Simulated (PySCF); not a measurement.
SMILES CC[CH2][Al]([F])[CH2]CC (GFN2-xTB optimised geometry):

```
22

Al    -1.093     1.745     0.000
F     -1.787     3.251     0.000
C      0.910     1.745     0.000
C      1.598     0.379    -0.109
C      3.118     0.509    -0.093
H      1.268     2.249     0.911
H      1.258     2.386    -0.824
H      1.283    -0.260     0.719
H      1.290    -0.115    -1.034
H      3.458     1.122    -0.926
H      3.590    -0.469    -0.172
H      3.451     0.976     0.832
C     -2.396     0.223     0.000
C     -1.807    -1.188     0.127
C     -2.895    -2.257     0.108
H     -3.003     0.270    -0.917
H     -3.117     0.383     0.815
H     -1.108    -1.371    -0.693
H     -1.241    -1.267     1.058
H     -3.590    -2.110     0.933
H     -2.460    -3.251     0.201
H     -3.456    -2.214    -0.823
```

Computed with PySCF with PBE0/def2-SVP.

Task: What are the frontier orbital energies and the dipole moment?

Result: HOMO-2 -9.22 eV, HOMO-1 -8.65 eV, HOMO -7.22 eV, LUMO -0.33 eV, LUMO+1 0.26 eV; dipole moment 1.90 D.

On the same geometry PBE/def2-SVP (PySCF) gives HOMO-2 -7.76 eV, HOMO-1 -7.26 eV, HOMO -5.94 eV, LUMO -1.11 eV, LUMO+1 -0.53 eV; dipole moment 1.79 D.

Meta-Löwdin charges at PBE0/def2-SVP: Al1 0.99, F2 -0.50, C3 -0.47, C4 -0.15, C5 -0.29, H6 0.10, H7 0.10, H8 0.08, H9 0.08, H10 0.10, H11 0.10, H12 0.09, C13 -0.47, C14 -0.15, C15 -0.29, H16 0.10, H17 0.10, H18 0.08, H19 0.08, H20 0.10, H21 0.10, H22 0.09.
